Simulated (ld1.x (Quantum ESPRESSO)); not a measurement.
What the settings do to the TM potential of Al

Base potential:

ld1.x (Quantum ESPRESSO) 7.5 input, shortened:

```
&input
   title='Al', zed=13., rel=1, dft='PBESOL', iswitch=3,
   config='[Ne] 3s2 3p1'
 /
 &inputp
   pseudotype=2, tm=.true., lloc=0,
   nlcc=.true., new_core_ps=.true., rcore=0.95
 /
2
3P  2  1   1.00   0.00  2.15  2.15  0.0
3S  1  0   2.00   0.00  1.65  1.65  0.0
 &test
   configts(1)='3s2 3p1'
 /
```

All-electron outer shells of the reference configuration (PBEsol, scalar-relativistic, ld1.x):

```
shell  level (eV)  outermost node (bohr)  outermost maximum (bohr)
   2s     -107.85                   0.16                      0.50
   2p      -69.54                      –                      0.43
   3s       -7.71                   0.80                      2.09
   3p       -2.69                   0.82                      2.64
```

Cutoffs, loose and tight: the cutoffs (Ry, on a coarse ladder) from which the occupation-weighted sum of valence levels, in a spherical-Bessel basis at the reference potential, stays within 10 and 1 mRy of its value at 400 Ry. They do not see the model core or the augmentation charge, which bear on the density cutoff. Test errors are all-electron minus pseudo excitation energies from the reference, over the configurations 3s2 3p0; 3s1 3p0; 3s2 3p0.5; 3s1 3p2; 3s0 3p3; 3s1 3p1; 3s2 3p1.3. A dash means not determined; rows that change the core or the reference have their own tests.

A true bound ghost makes a file unfit for plane-wave use even where its test errors are small: the radial tests pick states by their node count and pass the ghost by.

| change | outcome | cutoff, loose | cutoff, tight | bound ghosts | largest test error (meV) |
| --- | --- | --- | --- | --- | --- |
| base | generated | 10 Ry | 30 Ry | none | +11 |
| wave 3s (bound): rc 1.65 bohr becomes 3s (bound): rc 1.26 bohr | generated | 50 Ry | 140 Ry | none | +32 |
| wave 3s (bound): rc 1.65 bohr becomes 3s (bound): rc 1.72 bohr | generated | 10 Ry | 30 Ry | none | +10 |
| wave 3s (bound): rc 1.65 bohr becomes 3s (bound): rc 1.84 bohr | generated | 10 Ry | 30 Ry | none | +10 |
| wave 3s (bound): rc 1.65 bohr becomes 3s (bound): rc 2.02 bohr | generated | 10 Ry | 30 Ry | none | +9.9 |
| wave 3s (bound): rc 1.65 bohr becomes 3s (bound): rc 2.50 bohr | generated | 8 Ry | 21 Ry | none | -38 |

Question: What comes out with this change to the base: wave 3s (bound): rc 1.65 bohr becomes 3s (bound): rc 1.10 bohr?

Answer: outcome: generated; cutoff, loose: 180 Ry; cutoff, tight: 230 Ry; bound ghosts: p, s (extra level of the local part); largest test error (meV): -175.

Question: What comes out with this change to the base: wave 3s (bound): rc 1.65 bohr becomes 3s (bound): rc 2.22 bohr?

Answer: outcome: generated; cutoff, loose: 10 Ry; cutoff, tight: 25 Ry; bound ghosts: none; largest test error (meV): -15.

Question: What comes out with this change to the base: wave 3s (bound): rc 1.65 bohr becomes 3s (bound): rc 1.46 bohr?

Answer: outcome: generated; cutoff, loose: 30 Ry; cutoff, tight: 70 Ry; bound ghosts: none; largest test error (meV): +14.

Reading the sweep of the s radius (base included, trends over the rows without a ghost): The loose cutoff falls from 50 Ry at 1.26 to 8 Ry at 2.5 bohr. A larger radius leaves more room for a smooth pseudo-wave, so fewer plane waves are needed; a smaller one forces it to follow the all-electron wave where it bends sharply. The median size of the test errors (rows with all tests solved) is not monotonic: lowest 1.9 meV at 1.84 bohr, highest 4.0 meV at 1.26 bohr. Bound ghosts are found at 1.1 bohr.
